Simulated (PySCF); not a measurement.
Ge(H)2(Me)(OMe) (C2H8GeO), SMILES C[O][GeH2][CH3]. Atoms are numbered in the order given.

```xyz
12

Ge    -0.3821    -0.3670     0.0000
C      0.7781    -1.9163     0.0000
O      0.7179     1.0400     0.0000
C      0.1939     2.3338     0.0000
H     -1.2728    -0.2877     1.2626
H     -1.2728    -0.2877    -1.2626
H      0.1860    -2.8429     0.0000
H      1.4183    -1.9032     0.8933
H      1.4183    -1.9032    -0.8933
H     -0.4272     2.5449     0.8936
H      1.0280     3.0543     0.0000
H     -0.4272     2.5449    -0.8936
```

The structure is a stationary point at PBE0-D3(BJ)/def2-SVP. This is a generated structure with no PubChem entry under its InChIKey; it may be hypothetical. The values are those of a single conformer.

Calculation: PBE0-D3(BJ)/def2-SVP (PySCF).

Frequencies are harmonic and unscaled.

| mode | ν (cm⁻¹) | IR (km/mol) | moving atoms (share of kinetic energy) |
|---|---|---|---|
| 1 | 75 | 4.8 | H 34 %, C 32 %, O 31 % |
| 2 | 101 | 0.3 | H 97 % |
| 3 | 134 | 1.2 | H 89 %, O 10 % |
| 4 | 139 | 1.0 | C 48 %, H 31 %, Ge 18 % |
| 5 | 264 | 4.1 | C 36 %, O 31 %, H 25 %, Ge 9 % |
| 6 | 466 | 18.5 | H 95 % |
| 7 | 618 | 23.3 | C 46 %, O 23 %, H 19 %, Ge 13 % |
| 8 | 641 | 72.8 | O 34 %, C 28 %, Ge 24 %, H 14 % |
| 9 | 651 | 32.6 | H 90 % |
| 10 | 736 | 70.9 | H 82 % |
| 11 | 849 | 148.4 | H 84 %, C 12 % |
| 12 | 852 | 37.5 | H 80 %, C 18 % |
| 13 | 890 | 74.9 | H 98 % |
| 14 | 1165 | 170.4 | O 43 %, C 39 %, H 18 % |
| 15 | 1179 | 1.1 | H 76 %, C 19 % |
| 16 | 1207 | 42.1 | H 60 %, C 23 %, O 17 % |
| 17 | 1258 | 12.4 | H 80 %, C 20 % |
| 18 | 1428 | 3.8 | H 96 % |
| 19 | 1434 | 4.8 | H 96 % |
| 20 | 1470 | 3.4 | H 92 % |
| 21 | 1472 | 4.8 | H 97 % |
| 22 | 1479 | 22.3 | H 92 % |
| 23 | 2119 | 172.8 | H 98 % |
| 24 | 2125 | 102.4 | H 99 % |
| 25 | 2982 | 85.9 | H 97 % |
| 26 | 3049 | 55.1 | H 90 %, C 10 % |
| 27 | 3073 | 2.0 | H 97 % |
| 28 | 3114 | 34.8 | H 91 %, C 9 % |
| 29 | 3185 | 1.7 | H 91 %, C 9 % |
| 30 | 3191 | 0.7 | H 90 %, C 10 % |
